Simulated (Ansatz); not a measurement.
C3H6F2Si can be A, `F/C=C(\[SiH3])CF`, or B, `FC[Si]1(F)CC1`.

Isolated molecules relaxed with PBE0-D4/def2-TZVP in Ansatz; ΔE leaves out vibrations. CBS: MP2 limit from def2 TZ/QZ plus the TZ coupled-cluster correction, frozen cores. DFT in def2-TZVPP. B3LYP here is the variant with VWN-RPA as its local correlation; programs differ in this. Each species was taken in one conformer, which may not be the lowest.

A:

```xyz
12

F     0.0812    0.6994    2.3617
C    -0.2220   -0.2945    1.5147
C    -0.0707   -0.1489    0.2095
Si    0.5765    1.4604   -0.4971
C    -0.4143   -1.2672   -0.7181
F    -0.8755   -2.3809   -0.0440
H    -0.5858   -1.1754    2.0295
H    -0.3310    2.5878   -0.1705
H     1.9385    1.7551    0.0122
H     0.6358    1.2984   -1.9749
H    -1.1954   -0.9612   -1.4234
H     0.4628   -1.5732   -1.2998
```

B:

```xyz
12

F     2.0955    0.2846   -0.9315
C     0.9864    1.0804   -1.1836
Si   -0.4672    0.4297   -0.1807
F    -1.7300    1.3591   -0.4867
C    -0.2758   -0.3768    1.4334
C    -0.6814   -1.3247    0.2298
H     1.2297    2.1133   -0.9143
H     0.7759    1.0551   -2.2578
H     0.7114   -0.5471    1.8518
H    -1.0361   -0.2619    2.2001
H     0.0665   -2.0548   -0.0645
H    -1.6748   -1.7568    0.3039
```

Q: Which isomer does CCSD(T)/CBS put lower? Give the gap. (Estimate.)

A: The calculation gave: B, by 167.7 kJ/mol.

Q: Give E(B) − E(A) in kJ/mol with B3LYP-D4, ωB97M-V, B3LYP, PBE0-D4, CCSD/def2-TZVPP, r2SCAN-D4, HF/def2-TZVPP. (Estimate.)

A: Ansatz gave: B3LYP-D4 -153.6, ωB97M-V -168.2, B3LYP -154.7, PBE0-D4 -168.6, CCSD/def2-TZVPP -162.1, r2SCAN-D4 -169.1, HF/def2-TZVPP -142.0. None reverses the order clearly.

Largest T1 diagnostic: 0.012.

In def2-TZVPP, CCSD(T) changes the Hartree–Fock value by −18.2 kJ/mol (the triples alone add +1.9 kJ/mol) and MP2 by −35.0 kJ/mol. From PBE to PBE0 (25 % exact exchange), in def2-TZVPP and without D4, E(B) − E(A) moves by −8.0 kJ/mol.
